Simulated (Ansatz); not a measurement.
Reaction (formal exchange of groups at the Se–Ge bond): `[OH][GeH]([SH])[SeH]` + `[F][InH][Cl]` → `[F][In]([Cl])[SeH]` + `[OH][GeH2][SH]`

Isolated molecules relaxed with PBE0-D4/def2-TZVP in Ansatz; ΔE leaves out vibrations. CBS: MP2 limit from def2 TZ/QZ plus the TZ coupled-cluster correction, frozen cores. Functionals use def2-TZVPP. Elements past krypton have def2 core potentials. For Ge, In, Se outer-core shells are correlated without core-valence functions, which leaves a few kJ/mol of doubt a bond. Scalar relativity is left out up to krypton. Each species was taken in one conformer, which may not be the lowest.

```
  level  ΔE (kJ/mol)
BLYP-D4        -33.1
ωB97X-V        -35.0
    PBE        -35.4
 r2SCAN        -35.5
```

**Question.** What does CCSD(T)/CBS give? (An estimate is asked.)

**Answer.** Computed: -40.3 kJ/mol. The listed levels differ from it by 7.2, 5.3, 4.9, 4.8 kJ/mol.

**Question.** What do rigid-rotor, harmonic-oscillator terms from PBE0-D4/def2-TZVP frequencies (298.15 K, 1 bar) make of the CCSD(T)/CBS value? (An estimate is asked.)

**Answer.** The calculation gave: ΔZPE = +4.3 kJ/mol, ΔH = -36.4 kJ/mol, ΔS = 0 J/(mol·K), ΔG = -36.6 kJ/mol.

Largest T1 diagnostic among the species: 0.015.

Leaving LDA and LC-ωPBE aside and taking each functional with its dispersion term where it has one, the values, not all of them listed here, spread over 10.1 kJ/mol, from B2PLYP to revPBE-D4. LDA lies +5.9 kJ/mol from PBE without D4. At CCSD(T), def2-SVP lies −6.2 kJ/mol from the extrapolated value and def2-TZVPP +3.5 kJ/mol.
